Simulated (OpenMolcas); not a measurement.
Computed levels of 2s2 2p2 in ions with 6 electrons, in cm-1 above 3P0.

- Program: OpenMolcas 26.06
- Method: CASSCF
- Basis: ANO-RCC-VTZP
- Scalar Hamiltonian: DKH2, point nucleus
- Spin-orbit coupling: state interaction with AMFI integrals over the reference wave functions, term energies averaged over their components

Active space for each ion: 2 electrons in 3 orbitals (2p).

| Level | C | N+ | O2+ | Ne4+ |
| --- | --- | --- | --- | --- |
| 3P1 | 15.8 | 47.2 | 114 | 410 |
| 3P2 | 47.2 | 141 | 336 | 1189 |
| 1D2 | 12660 | 17823 | 22739 | 32800 |
| 1S0 | 31107 | 43907 | 56077 | 80404 |

Q: Estimate 3P2, 1D2, 1S0 for F3+ from its neighbours O2+ and Ne4+.

A: 3P2 is fine structure, which grows about as the fourth power of a screened charge, so the fourth roots are averaged: ((336^0.25 + 1189^0.25) / 2)^4 = 664. The calculation gives 674, so the estimate is off by -1.5 %; the measured value is 613 (Moore, Atomic Energy Levels, vol. I, NSRDS-NBS 35 (1971 reprint of NBS Circular 467, 1949)).
1D2 is another term, which grows about linearly with the charge: (22739 + 32800) / 2 = 27770. The calculation gives 27763, so the estimate is off by 0 %; the measured value is 25241 (Moore, Atomic Energy Levels, vol. I, NSRDS-NBS 35 (1971 reprint of NBS Circular 467, 1949)).
1S0 is another term, which grows about linearly with the charge: (56077 + 80404) / 2 = 68240. The calculation gives 68290, so the estimate is off by -0.1 %; the measured value is 53544 (Moore, Atomic Energy Levels, vol. I, NSRDS-NBS 35 (1971 reprint of NBS Circular 467, 1949)).

With the s shell closed, the reference lacks s² → p² mixing. Without dynamic correlation excited terms often stand tens of per cent too high (terms of higher spin than the ground term too low), and those without a measured partner can miss by more than the paired ones (holds for C; N+). Measured partners are found by configuration, term and J. A level has none where our copy of the source lacks it or the pairing is in doubt (some pairs that miss far off the trend of their configuration count as doubtful), and it then counts in no deviation. Only configurations of the active space appear.
